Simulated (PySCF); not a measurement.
Species: [W(F)6] (charge 0, multiplicity 1).

What HOMO, HOMO–LUMO gap, dipole moment, LUMO and charge on the central atom (Mulliken) does PBE-D3(BJ)/def2-TZVP // r2SCAN-D4/def2-SVP (PySCF 2.14.0) give?


```
Quantity                                  Result
-------------------------------------  ---------
HOMO                                   -10.65 eV
HOMO–LUMO gap                            5.39 eV
dipole moment                             0.00 D
LUMO                                    -5.25 eV
charge on the central atom (Mulliken)     1.54 e
```
